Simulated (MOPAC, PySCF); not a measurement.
C4H12O4Si, SMILES `O(C)[Si](OC)(OC)OC`, neutral singlet in the gas phase. 

Cartesian coordinates (Å):
```xyz
21

C     -0.4015     1.7943    -2.0008
O     -0.3179     0.4592    -1.5488
Si     0.0006     0.0004    -0.0003
O     -0.9229     0.9490     0.9781
C     -0.7862     1.0478     2.3799
O      1.5637     0.2045     0.4739
C      2.6506    -0.5959     0.0595
O     -0.3208    -1.6113     0.0958
C     -1.4631    -2.2463    -0.4386
H      0.5894     2.2834    -1.9997
H     -1.0827     2.3924    -1.3714
H     -0.7840     1.7928    -3.0333
H      0.2579     1.2554     2.6708
H     -1.4233     1.8712     2.7384
H     -1.1072     0.1179     2.8832
H      3.5339    -0.3278     0.6596
H      2.8922    -0.4281    -1.0057
H      2.4389    -1.6697     0.2007
H     -2.3758    -1.9726     0.1211
H     -1.3270    -3.3364    -0.3638
H     -1.6150    -1.9801    -1.4987
```
Charge 0, multiplicity 1.

All levels are single points at this geometry (B3LYP-D3(BJ)/def2-SVP); Pople sets use spherical d functions. Orbital energies aren't observables, and empty levels follow the basis.

```json
[
 {"level": "B3LYP-D3(BJ)/def2-TZVP in PySCF", "HOMO (eV)": "-7.81", "LUMO (eV)": "0.75", "gap (eV)": "8.57", "dipole (D)": "0.00", "vertical IE, Delta-SCF (eV)": "9.69"},
 {"level": "PBE-D3(BJ)/def2-TZVP in PySCF", "HOMO (eV)": "-6.46", "LUMO (eV)": "0.15", "gap (eV)": "6.61", "dipole (D)": "0.00", "vertical IE, Delta-SCF (eV)": "–"},
 {"level": "B3LYP/6-311+G** in PySCF", "HOMO (eV)": "-7.86", "LUMO (eV)": "0.01", "gap (eV)": "7.87", "dipole (D)": "0.00", "vertical IE, Delta-SCF (eV)": "–"},
 {"level": "B3LYP/6-31G* in PySCF", "HOMO (eV)": "-7.51", "LUMO (eV)": "1.67", "gap (eV)": "9.17", "dipole (D)": "0.00", "vertical IE, Delta-SCF (eV)": "9.47"},
 {"level": "BP86/6-31G* in PySCF", "HOMO (eV)": "-6.25", "LUMO (eV)": "0.81", "gap (eV)": "7.06", "dipole (D)": "0.00", "vertical IE, Delta-SCF (eV)": "–"},
 {"level": "M06-2X/6-31G* in PySCF", "HOMO (eV)": "-9.43", "LUMO (eV)": "2.73", "gap (eV)": "12.16", "dipole (D)": "0.00", "vertical IE, Delta-SCF (eV)": "–"},
 {"level": "PBE/6-31G* in PySCF", "HOMO (eV)": "-6.13", "LUMO (eV)": "0.87", "gap (eV)": "7.00", "dipole (D)": "0.00", "vertical IE, Delta-SCF (eV)": "–"},
 {"level": "HF/3-21G in PySCF", "HOMO (eV)": "-11.83", "LUMO (eV)": "6.33", "gap (eV)": "18.16", "dipole (D)": "0.00", "vertical IE, Delta-SCF (eV)": "–"},
 {"level": "HF/6-31G* in PySCF", "HOMO (eV)": "-12.00", "LUMO (eV)": "5.70", "gap (eV)": "17.70", "dipole (D)": "0.00", "vertical IE, Delta-SCF (eV)": "10.15"},
 {"level": "HF/STO-3G in PySCF", "HOMO (eV)": "-8.82", "LUMO (eV)": "11.40", "gap (eV)": "20.22", "dipole (D)": "0.00", "vertical IE, Delta-SCF (eV)": "–"},
 {"level": "AM1 in MOPAC", "HOMO (eV)": "-10.84", "LUMO (eV)": "1.67", "gap (eV)": "12.50", "dipole (D)": "0.00", "vertical IE, Delta-SCF (eV)": "–"},
 {"level": "PM3 in MOPAC", "HOMO (eV)": "-9.85", "LUMO (eV)": "1.35", "gap (eV)": "11.20", "dipole (D)": "0.00", "vertical IE, Delta-SCF (eV)": "–"},
 {"level": "PM7 in MOPAC", "HOMO (eV)": "-10.21", "LUMO (eV)": "0.76", "gap (eV)": "10.97", "dipole (D)": "0.00", "vertical IE, Delta-SCF (eV)": "–"}
]
```
